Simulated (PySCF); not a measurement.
**Electric field gradients and quadrupole coupling constants**

C6H6B2F2.
Z-matrix (Å and degrees, PBE0-D3(BJ)/def2-SVP geometry), rows numbered from 1:
```
B 
C   1  1.5409
C   2  1.4107  1  121.44
C   3  1.3920  2  121.52  1  -179.91
C   4  1.3931  3  119.49  2    -0.09
C   5  1.4057  4  121.02  3    -0.09
B   6  1.5478  5  120.76  4  -179.44
F   7  1.3212  6  121.37  5    -1.52
F   7  1.3212  6  121.73  5   178.43
C   6  1.3999  5  118.39  4     0.16
H   1  1.2096  2  120.29  3    -0.13
H   1  1.2094  2  120.06  3   179.84
H   3  1.0937  2  118.83  1     0.07
H   4  1.0924  3  120.38  2   179.98
H   5  1.0936  4  119.76  3  -180.00
H  10  1.0938  2  118.83  1     0.03
```

Field gradients from the PBE0/pcSseg-1 density (PySCF, non-relativistic), principal values in atomic units, ordered |Vxx| ≤ |Vyy| ≤ |Vzz|:

```tsv
atom	Vxx	Vyy	Vzz
B1	-0.2898	-0.3017	0.5915
B7	-0.0588	-0.2962	0.3550
```

Problem. Find the asymmetry η = (Vxx − Vyy)/Vzz and the couplings χ = eQV/h (234.96 MHz × Q in barn × V in au), with Q(11B) = 0.04059 b.

Solution. 
```csv
atom,environment,nucleus,η,χzz (MHz),χxx (MHz),χyy (MHz)
B1,three-coordinate boron,11B,0.02,5.64,-2.76,-2.88
B7,three-coordinate boron,11B,0.67,3.386,-0.561,-2.825
```

The gradient is axial or nearly so (η below 0.05) at B1. The tensor is traceless: Vxx + Vyy + Vzz = 0.

Problem. What is Vzz at B7 in SI units (1 au = 9.71736 × 10²¹ V/m²)?

Solution. 0.3550 au = 3.450 × 10²¹ V/m².

Problem. And the gradient at the other heavy atoms, for which no coupling is worked out here?

Solution. 
| atom | environment | Vzz (au) | η |
| --- | --- | --- | --- |
| C2 | substituted aromatic carbon | 0.385 | 0.51 |
| C3 | aromatic CH carbon | 0.448 | 0.13 |
| C4 | aromatic CH carbon | 0.315 | 0.16 |
| C5 | aromatic CH carbon | 0.434 | 0.09 |
| C6 | substituted aromatic carbon | 0.323 | 0.30 |
| F8 | boron-bound fluorine | 1.359 | 0.71 |
| F9 | boron-bound fluorine | 1.364 | 0.71 |
| C10 | aromatic CH carbon | 0.465 | 0.09 |

Problem. What couplings would deuterons (Q(2H) = 0.00286 b) have in place of the hydrogens, at this geometry?

Solution. 
```csv
atom,bonded to,bond length (Å),Vzz (au),η,χzz (kHz)
H11,B1,1.210,0.1994,0.11,134
H12,B1,1.209,0.1992,0.11,134
H13,C3,1.094,0.2980,0.04,200
H14,C4,1.092,0.3027,0.07,203
H15,C5,1.094,0.2965,0.04,199
H16,C10,1.094,0.2950,0.04,198
```

Geometry: PBE0-D3(BJ)/def2-SVP; no solvent, vibrations or thermal averaging. With so small a basis the couplings can be 20 % off.

The run behind these numbers computed NMR shieldings as well. Time: 31 s; peak memory 1.2 GiB. Hardware: one thread of an Arm Neoverse V1, shared host.
